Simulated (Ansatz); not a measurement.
AlBFH3OSSi, SMILES `F[B]1[SiH2][O][Al]1[SH]`, relaxed with RKS PBE-D4/def2-SVP in Ansatz 0.2.0 from a rough embedded geometry. The force threshold is 0.03 eV/Å; the program also tests the step.

Total charge 0; spin multiplicity 1.

Start:

```xyz
9

F    -2.303   -1.426    0.008
B    -1.143   -0.499   -0.019
Si   -0.798    1.339    0.473
O     0.757    1.338   -0.022
Al    0.878   -0.404   -0.538
S     2.455   -1.848   -1.357
H    -1.631    2.257   -0.380
H    -1.015    1.544    1.878
H     2.801   -2.301   -0.044
```

(1) By how much does the energy fall, and how many steps does the optimiser take? (Best estimate.)

(2) Which bonds change most? (Estimate.)

(3) Give the relaxed structure. (Best estimate.)

## Answers

(1) Ansatz gave: 112.00 kJ/mol, in 17 steps, 2 of them rejected.

(2) Ansatz gave: F1–B2 from 1.485 to 1.319 Å; B2–Si3 from 1.934 to 2.068 Å; Al5–S6 from 2.290 to 2.201 Å.

(3) Computed: 
```xyz
9

F    -2.212   -1.504    0.198
B    -1.205   -0.655    0.135
Si   -0.898    1.372    0.406
O     0.754    1.173    0.029
Al    0.928   -0.558   -0.285
S     2.899   -1.385   -0.809
H    -1.578    2.301   -0.567
H    -1.084    1.904    1.805
H     2.398   -2.649   -0.912
```
